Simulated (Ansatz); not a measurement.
Correlation energies of `[SiH3][O][In]([O][SiH3])[O][SiH3]` by basis set

| atom | x (Å) | y (Å) | z (Å) |
| --- | --- | --- | --- |
| Si1 | 0.180 | 2.126 | 2.333 |
| O2 | -0.562 | 0.738 | 1.882 |
| In3 | -0.454 | -0.439 | 0.328 |
| O4 | -1.477 | -2.096 | 0.294 |
| Si5 | -1.667 | -3.319 | -0.779 |
| O6 | 0.673 | 0.022 | -1.209 |
| Si7 | 1.599 | 1.301 | -1.637 |
| H8 | 0.153 | 2.219 | 3.816 |
| H9 | 1.598 | 2.149 | 1.871 |
| H10 | -0.513 | 3.310 | 1.756 |
| H11 | -2.226 | -2.822 | -2.067 |
| H12 | -0.368 | -3.989 | -1.066 |
| H13 | -2.605 | -4.308 | -0.190 |
| H14 | 1.699 | 1.345 | -3.119 |
| H15 | 2.966 | 1.184 | -1.059 |
| H16 | 1.002 | 2.580 | -1.156 |

Total charge 0; spin multiplicity 1. Correlated methods include outer-core shells of In, which these sets cover unevenly. In takes the def2 core potential. The geometry is a stationary point of PBE0-D4/def2-TZVP. It is one conformer, not always the lowest. Frozen core, restricted reference, the Gaussian-basis code of Ansatz.

| basis | HF (Eh) | MP2 corr. | CCSD corr. | (T) | CCSD(T) total |
| --- | --- | --- | --- | --- | --- |
| def2-SVP | -1285.53277 | -0.94020 | -1.00856 | -0.02473 | -1286.56606 |
| def2-TZVPP | -1286.15730 | -1.36561 | -1.41505 | -0.04964 | -1287.62199 |
| def2-QZVPP | -1286.19970 | -1.64138 | – | – | – |
